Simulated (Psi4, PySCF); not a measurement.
C$_{3}$H$_{5}$ (SMILES C=C[CH2-]), charge -1, singlet, at a GFN2-xTB geometry (in this run its highest filled SCF level lies above zero, so its values depend strongly on the basis, on diffuse functions most of all), atoms displaced at random by about 0.03 Å a coordinate. Base run: TPSS/6-31G, gradient run with PySCF.

Here is a job for PySCF.
```python
from pyscf import gto, scf, dft

mol = gto.M(
    atom='''
C     1.27055039    0.00851353   -0.18528430
C    -0.08175335    0.36639889    0.06661006
H     1.51755633   -1.00470293   -0.52906860
H     2.10815040    0.68061783   -0.05537369
H    -0.17435995    1.40515660    0.48515881
C    -1.25148720   -0.27708298    0.04865647
H    -2.16155366    0.02571414    0.27350613
H    -1.24364878   -1.35755935   -0.31780778
''',
    basis='6-31g',
    charge=-1,
    verbose=3,
)

mf = dft.RKS(mol)
mf.xc = 'tpss'
mf.kernel()
g = mf.nuc_grad_method()
grad = g.kernel()
```

Programs used: Psi4, PySCF; a row that names a program was run with it.

The coordinate followed is y of atom 1.

The base run was repeated with changes; each row names its change, and settings that it needs were set with it.

| change | dE/dx (Eh/bohr) | net force (Eh/bohr) |
|---|---|---|
| base | 0.009602 | 0.000005 |
| conv_tol = 1e-11 | 0.009602 | 0.000005 |
| density fitting = on | 0.009608 | 0.000005 |
| code = psi4 | 0.009615 | 0.000012 |
| finite difference step (bohr) = 0.05; conv_tol = 1e-11 | 0.009290 | - |
| conv_tol = 1e-6 | 0.009626 | 0.000005 |
| grids.level = 5; grid_response = on | 0.009614 | 0.000000 |
| grids.level = 1; grid_response = off | 0.009643 | 0.000183 |
| grids.level = 0; grid_response = on | 0.008266 | 0.000000 |
| conv_tol = 1e-4 | 0.009557 | 0.000005 |
| finite difference step (bohr) = 1e-3; conv_tol = 1e-11 | 0.009607 | - |
| finite difference step (bohr) = 0.01; conv_tol = 1e-11 | 0.009595 | - |

The net force is zero for an exact gradient.
